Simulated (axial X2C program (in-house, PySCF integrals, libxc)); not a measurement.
# Low determinants of GeBr at the PBE0 level, two-component

Calculated with an in-house all-electron X2C program for linear molecules (integrals from PySCF). Two-component (2c) means X2C with spin–orbit coupling and atomic mean-field two-electron Coulomb and Gaunt terms. Basis: Br dyall-cv3z [8s9p6d4f1g], Ge dyall-cv3z [9s9p7d4f1g] (cores contracted in-house); Gaussian nuclei, density fitting, unrestricted open shells. Masses: Br 78.918 u, Ge 73.921 u.

Search at 2.350 Å (vertical energies from the lowest determinant):

| ΔE (eV) | state | electrons beyond evenly filled partner blocks | electrons in ±ω = 1/2, 3/2, 5/2, 7/2 |
| --- | --- | --- | --- |
| 0.00 | Ω = 1/2 | ω = 1/2 | 45 18 4 0 |
| 0.15 | Ω = 3/2 | ω = 3/2 | 44 19 4 0 |
| 3.95 | Ω = 1/2 | 2 × ω = -1/2, ω = 3/2 | 44 19 4 0 |
| 4.01 | Ω = 5/2 | ω = -1/2, 2 × ω = 3/2 | 45 18 4 0 |
| 4.52 | Ω = 5/2 | 2 × ω = 1/2, ω = 3/2 | 44 19 4 0 |
| 4.76 | Ω = 3/2 | ω = 3/2 | 46 17 4 0 |
| 4.88 | Ω = 7/2 | ω = 1/2, 2 × ω = 3/2 | 45 18 4 0 |

Lowest determinant, Ω = 1/2 (⟨Sz⟩ = -0.50, ⟨Lz⟩ = 1.00 at PBE0): Re = 2.322 Å, ωe = 293.1 cm⁻¹.

The determinant in row 2 of the search, Ω = 3/2 (⟨Sz⟩ = 0.50, ⟨Lz⟩ = 1.00 at PBE0), was followed along the bond at PBE0; measured from the minimum of the lowest determinant it gives:

Te = 0.152 eV (1222 cm⁻¹), Re = 2.323 Å, ωe = 292.7 cm⁻¹.

(1) Compare the bond of the determinant in row 2 with that of the lowest one.

The search compares states at one distance, so a state with another bond length can lie lower; it is not exhaustive and yields mostly the lowest determinant of each block pattern, so other components and higher states of one pattern are missing. These are energies of single determinants, not of spin-adapted states; PBE0 term energies can be off by some tenths of an eV, and the functional has no current term.

## Answers

(1) At PBE0 its Re is 0.001 Å longer and its force constant, which goes as ωe², is 1.00 times that of the lowest determinant. T0 ≈ Te + Δωe/2 = 1222 + (0) = 1222 cm⁻¹.
